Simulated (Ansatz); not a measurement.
The first iterations of a band of ClF4H4SiTa (11 atoms, charge 0, multiplicity 1).

Theory: RKS PBE/def2-SVP (Ansatz 0.2.0).

```yaml
movable_images: 4
climbing_image: no
spring: 5.0 eV/Å²
optimiser: quadratic models (default)
start_path: through a guess of the saddle point
force_threshold: 0.03 eV/Å
iteration_limit: 60
end_points: relaxed
```

Image 0:

```xyz
11
Properties=species:S:1:pos:R:3
Ta -0.035 -0.329 0.039
F 1.754 -0.933 0.160
Cl -0.234 -0.644 2.357
F 0.481 0.522 -1.573
F -1.364 1.011 0.178
F -0.949 -1.808 -0.621
Si 1.376 2.698 1.563
H 1.764 2.231 2.931
H 2.451 3.529 0.931
H 0.055 3.399 1.560
H 1.251 1.464 0.684
```

Image 5:

```xyz
11
Properties=species:S:1:pos:R:3
Ta -0.339 0.174 0.328
F 1.964 -0.021 0.037
Cl -0.063 -0.721 2.475
F -0.221 1.243 -1.233
F -2.142 0.579 0.573
F 0.012 -1.445 -0.580
Si 0.945 2.328 1.402
H 0.871 2.565 2.885
H 2.450 2.013 1.182
H 0.779 3.629 0.660
H 2.297 0.795 0.483
```

| iteration | highest image above the first end (eV) | largest band force component (eV/Å) |
| --- | --- | --- |
| 1 | 4.529 | 6.826 |
| 2 | 3.393 | 2.432 |
| 3 | 2.720 | 1.631 |
| 4 | 2.422 | 1.190 |
| 5 | 2.126 | 0.813 |
| 6 | 1.983 | 1.107 |

**Question.** Does the band converge within its limit, and where does its top end?

**Answer.** It converged. It ended after 19 iterations with the highest image 1.635 eV above the first end. Neighbouring images differ by up to 1.4 eV, so the band resolves the path poorly. No image climbed, so the highest image needn't sit at the top of the path. The orbitals stay closed-shell, which can raise the energy where a bond breaks towards radicals; this wasn't checked here.

Time of the run: 2.9 min on 4 threads of Arm Neoverse V2, on a shared host, peak memory 0.22 GiB.
